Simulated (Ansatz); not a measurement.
Species: H2GeSe, SMILES `[GeH2]=[Se]` with one electron removed (charge 1, multiplicity 2).

Problem. Give a relaxed geometry from r2SCAN-D4/def2-TZVP (Ansatz, an electronic-structure program).

Solution. the end point of this relaxation (outside a Z-matrix the atoms follow the SMILES, hydrogens last).
Bonded distances (Å): Ge1–Se2 2.220, Ge1–H3 1.521, Ge1–H4 1.521. Angles (°): Se2–Ge1–H3 118.5, Se2–Ge1–H4 118.5, H3–Ge1–H4 122.9.
